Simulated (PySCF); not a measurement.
**Vertical excitation energies**

Compound: C5H7BO2.
InChI=1S/C5H7BO2/c7-6(8)5-3-1-2-4-5/h1,3-4,7-8H,2H2

The calculation used PySCF, TDDFT B3LYP/def2-SVPD, vertical, gas phase, core orbitals frozen in the response. Isolated species at its PBE0-D3(BJ)/def2-SVP geometry (one conformer only). Torsions of this conformer, `[OH:1][B:2]([OH:3])[C:4]1=[CH:5][CH2:6][CH:7]=[CH:8]1`: O1–B2–C4–C5 -178°, H–O1–B2–O3 1°, H–O3–B2–O1 1°.

```
state  λ (nm)  E (eV)       f  |μ| (D)  main configurations (H = HOMO, L = LUMO)
   S1   266.6    4.65   0.040     1.50                                 H→L (97%)
   S2   257.0    4.82  0.0000     0.02                               H→L+1 (99%)
   S3   208.6    5.94  0.0002     0.09                               H→L+3 (99%)
   S4   207.8    5.97   0.025     1.05                  H→L+2 (67%), H-1→L (31%)
   S5   192.5    6.44  0.0056     0.48                               H→L+4 (95%)
   S6   182.1    6.81  0.0046     0.42                   H→L+5 (89%), H-2→L (8%)
   S7   181.8    6.82   0.021     0.90                               H→L+6 (86%)
   S8   181.1    6.85  0.0004     0.12     H-2→L (72%), H→L+5 (9%), H-1→L+1 (9%)
   S9   180.1    6.88  0.0010     0.20                H-1→L+1 (87%), H-2→L (10%)
  S10   177.3    6.99   0.634     4.89                  H-1→L (60%), H→L+2 (27%)
```

Triplets, Tamm–Dancoff:

```tsv
state	E (eV)	λ (nm)	main configurations (H = HOMO, L = LUMO)
T1	2.93	423.3	H→L (95%)
T2	4.56	271.8	H→L+2 (65%), H-1→L (29%)
T3	4.81	257.6	H→L+1 (99%)
T4	5.67	218.7	H-1→L (68%), H→L+2 (29%)
```

The lowest singlet comes at 267 nm (449 kJ/mol) in the ultraviolet; it is of moderate strength; its leading configuration is HOMO→LUMO (97%). The most intense listed level is S10 at 6.99 eV (177 nm, f = 0.634), 2.34 eV above S1. It is the last of those listed, so stronger ones may follow. Löwdin shares by element: HOMO carbon 84% or more (atoms not listed hold the other 16%); LUMO carbon 55% or more, boron 9% (atoms not listed hold the other 36%). Orbital energies (eV): HOMO-3 -9.21, HOMO-2 -9.14, HOMO-1 -8.12, HOMO -6.03, LUMO -0.98, LUMO+1 -0.59, LUMO+2 0.75. Weighted by f, the mean energy of these states is 6.82 eV. Of the 10 states listed, 4 reach f = 0.01 and 3 stay under 0.0005. The vertical ionisation energy (ΔSCF) is 8.19 eV, 1.19 eV above S10. Only the lowest 10 singlets were computed, as vertical energies without vibronic structure.

On an Intel Xeon at 2.50 GHz with one thread, no GPU, shared host with 64 logical CPUs at a one-minute load of 58, this took 3.1 min wall (grids of density and orbitals included) and 0.95 GiB of memory at its peak.
